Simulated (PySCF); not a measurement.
C₃H₄BF₃, SMILES FB(/C(=C\F)C)F. Geometry optimised at PBE-D3(BJ)/def2-SVP. The structure was generated by enumeration; whether it is a known compound was not checked. Other conformers were not sampled.

Task: Give the equilibrium geometry at PBE-D3(BJ)/def2-SVP (PySCF confirms it by a frequency run) as Cartesian coordinates in Å, and its point group. (An estimate is asked for; the answer gives what the named calculation found.)

Result: This is not unique; one that fits is point group Cs.
```xyz
11

C      2.0963     0.2495     0.0000
C      0.6574    -0.2124     0.0000
C      0.3878    -1.5378     0.0000
F     -0.8473    -2.0466     0.0000
B     -0.4774     0.8502     0.0000
F     -0.1610     2.1501     0.0000
F     -1.7759     0.5550     0.0000
H      2.3146     0.8788    -0.8877
H      2.8106    -0.5983     0.0000
H      2.3146     0.8788     0.8877
H      1.1575    -2.3326     0.0000
```
